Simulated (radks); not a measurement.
Results of a calculation; reference values are marked as such.
Neutral rhenium, configuration [Xe] 4f14 5d3 6s2 5f2 (not the ground configuration). Level of theory: scalar-relativistic Kohn-Sham, r2SCAN, spin-unpolarised, spherical densities, finite nucleus; meta-GGA in the generalised Kohn-Sham scheme; Fermi nuclear charge, rms radius 5.3698 fm (a radial shooting solver on a logarithmic mesh with Libxc functionals).

Local quantities along the radius. ELF = 1/(1 + alpha^2) is the electron localisation function; alpha = (tau - tau_W)/tau_unif compares the Pauli kinetic energy density with that of the uniform gas; s = |grad rho|/(2 (3 pi^2)^(1/3) rho^(4/3)) is the reduced gradient; -r V(r) is the screened charge that the Kohn-Sham potential presents (atomic units). tau is taken from the large components.

r (bohr)	ELF	alpha	s	-r V(r)
0.0009413	0.999	0.02300	0.9128	74.62
0.001338	0.999	0.02487	0.7710	74.44
0.001888	0.999	0.02817	0.6767	74.18
0.002663	0.999	0.03399	0.6178	73.82
0.003757	0.998	0.04455	0.5892	73.31
0.005342	0.996	0.06579	0.5890	72.59
0.007535	0.988	0.1113	0.6176	71.63
0.01063	0.952	0.2243	0.6727	70.34
0.01499	0.780	0.5309	0.7262	68.61
0.02132	0.414	1.190	0.6492	66.14
0.03007	0.365	1.320	0.3749	63.24
0.04242	0.646	0.7410	0.2868	59.65
0.06031	0.725	0.6151	0.4172	55.00
0.08508	0.420	1.174	0.4622	49.45
0.12	0.453	1.099	0.2177	43.30
0.1693	0.724	0.6171	0.3416	36.59
0.2407	0.367	1.313	0.5122	29.08
0.3395	0.473	1.055	0.1520	22.18
0.4789	0.707	0.6441	0.3645	15.72
0.6756	0.417	1.182	0.5828	10.50
0.9606	0.451	1.104	0.4960	7.063
1.355	0.535	0.9324	0.7246	4.761
1.911	0.265	1.664	0.9256	3.240
2.696	0.397	1.232	1.153	2.528
3.834	0.084	3.303	2.303	1.541
5.407	0.003	18.09	0.7760	1.400
7.628	0.011	9.306	0.4186	1.060
10.85	0.019	7.147	0.8326	0.8810
15.3	0.012	9.174	1.933	0.7048
21.58	0.001	28.28	6.102	0.3712
30.44	0.000	260.5	27.20	0.09536

On this mesh the ELF has minima near r = 0.025, 0.10, 0.28, 0.81, 1.9 bohr, which separate the shells, and maxima near 0.051 (0.73), 0.17 (0.72), 0.48 (0.71), 1.1 (0.56), 2.7 (0.40).
